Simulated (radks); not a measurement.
The numbers below are computed, except where a source is named.
Charge is removed step by step from the 3p3/2 level of Sb, starting from [Ne] 3s2 3p(1/2: 2, 3/2: 4) 3d10 4s2 4p6 4d10 5s2 5p3. Level of theory: Dirac Kohn-Sham, PBE, spin-unpolarised, spherical densities, finite nucleus; open shells fill j = l - 1/2 first; Fermi nuclear charge, rms radius 4.6802 fm (a radial shooting solver on a logarithmic mesh with Libxc functionals).

removed (e),E - E(0) (eV),eigenvalue (eV),E minus straight line (eV)
0,0.000,-735.12,0.000
0.1,73.703,-738.94,-1.764
0.2,147.79,-742.80,-3.144
0.3,222.26,-746.68,-4.137
0.4,297.13,-750.60,-4.739
0.5,372.38,-754.55,-4.949
0.6,448.04,-758.52,-4.762
0.7,524.09,-762.52,-4.176
0.8,600.54,-766.55,-3.189
0.9,677.40,-770.61,-1.798
1,754.67,-774.69,0.000

Removing the whole electron costs 754.67 eV by Delta-SCF, against 735.12 eV from minus the eigenvalue at the starting occupation. Slater's transition state (half an electron removed) gives 754.55 eV. Integrating minus the eigenvalue over the occupation (Janak's theorem) gives 754.67 eV. The mean slope of the eigenvalue, de/dn, is 39.6 eV per electron.
